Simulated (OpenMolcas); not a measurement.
V IV: effect of the IPEA shift

| Item | Value |
| --- | --- |
| Program | OpenMolcas 26.06 |
| Basis | ANO-RCC-VTZP [6s5p3d2f1g] |
| Scalar Hamiltonian | DKH2, point nucleus |
| Active space | 2 electrons in 9 orbitals (RAS2 3d 4s; RAS3 4p, at most 2 electrons) |
| State averaging | 2S+1 = 3 even, 10 roots; 2S+1 = 1 even, 20 roots kept (CI in the orbitals of an earlier block); 2S+1 = 3 odd, 15 roots; 2S+1 = 1 odd, 15 roots kept (CI in the orbitals of an earlier block) |
| Spin-orbit coupling | RASSI with atomic mean-field integrals over the reference wave functions, term energies averaged over their components |

Methods on the same reference wave functions:
A. RASSCF
B. MS-RASPT2, IPEA 0 Eh, imaginary shift 0.1 Eh (closed shells correlated: 3s 3p)
C. MS-RASPT2, IPEA 0.25 Eh, imaginary shift 0.1 Eh (closed shells correlated: 3s 3p)

Energies in cm⁻¹ above 3d² ³F₂, the measured ground level; measured values from Sugar and Corliss, J. Phys. Chem. Ref. Data 7, 1191 (1978).

```
  Level      A      B      C  Measured
3d² ³F₂    0.0    0.0    0.0       0.0
3d² ³F₃    326    328    328       325
3d² ³F₄    748    750    750       735
3d² ¹D₂  13790  10750  10690     10959
3d² ³P₀  16388  13390  13710          
3d² ³P₁  16502  13510  13830     13239
3d² ³P₂  16748  13750  14070     13458
3d² ¹G₄  21561  19130  18930     18391
3d² ¹S₀  51749  43250  43190     42462
```

Deviations, from unrounded energies. A percentage is the sum of absolute deviations over the sum of measured energies, with the sign that they share, or ± where signs differ.

| Against measurement | Levels | A | B | C |
| --- | --- | --- | --- | --- |
| mean absolute deviation (cm-1) | 7 | 3100 | 330 | 390 |
| fine structure of the ground term (%) | 2 | +1.3 | +1.7 | +1.7 |
| other terms of the ground configuration (%) | 5 | +22.2 | ±2.3 | ±2.8 |

B lies closest to measurement on these levels and A furthest from it. The largest miss of B in the table is 3d² ¹S₀, by +790 cm-1. The ranking rests on the paired levels alone, and a cruder setting can come out closer through cancelling errors.

Between B and C the level of the table that moves most is 3d² ³P₁, by 320 cm-1 (lowest in B, highest in C). Moves below CASPT2's spread within the term are not significant.

The mean deviations of B to C differ by less than CASPT2's widest spread within a term (1300 cm-1), so their order carries little weight.

From A to B the spin-free energies of the other terms of 3d² shown, above ³F, scale by factors of 0.77 to 0.88, as is usual when dynamic correlation screens the repulsion within a d or f shell.

The lowest spin-free term lies below A's lowest term by 0.299 hartree in B, 0.294 hartree in C.

CASPT2 breaks the degeneracy within a term, and the mean is taken; among the terms shown or strongly mixed into the levels shown the widest spread is 1300 cm-1 (3d² ¹G, B). Terms from blocks run as CI alone lack orbitals of their own. Without dynamic correlation excited terms often stand tens of per cent too high (terms of higher spin than the ground term too low), and those without a measured partner can miss by more than the paired ones (holds for A). Computed and measured levels are paired by configuration, term and J; levels that our copy of the source lacks, or whose pairing is in doubt (as where it misses far off the trend of its configuration), stay unpaired and out of the deviations. Only configurations of the active space appear. Levels that lie high or do not pair safely by name in every column are left out.
